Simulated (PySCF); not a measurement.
Constitutional and geometric isomers with formula C3H3Cl. Isolated molecules, 0 K electronic values unless said otherwise. Strings in code marks are SMILES.

The HOMO from two functionals at the same geometries (B3LYP-D3(BJ)/def2-TZVP), both in PySCF: PBE-D3(BJ)/def2-TZVP and TPSSh-D3(BJ)/def2-TZVP. 

```json
[
 {"species": "`C#CCCl`", "PBE-D3(BJ)/def2-TZVP (eV)": "-6.90"},
 {"species": "`C(=CCl)=C`", "PBE-D3(BJ)/def2-TZVP (eV)": "-6.20"},
 {"species": "`C1(Cl)CC=1`", "PBE-D3(BJ)/def2-TZVP (eV)": "-6.08"}
]
```

Problem. What does TPSSh-D3(BJ)/def2-TZVP give for each?

Solution. 
- `C#CCCl`: -7.48
- `C(=CCl)=C`: -6.74
- `C1(Cl)CC=1`: -6.60
Over these rows, drawn at random from the members with no instability flagged (it was tested for open shells, ions and some series alone), PBE minus TPSSh-D3(BJ): mean +0.54 eV, from +0.52 eV to +0.58 eV.
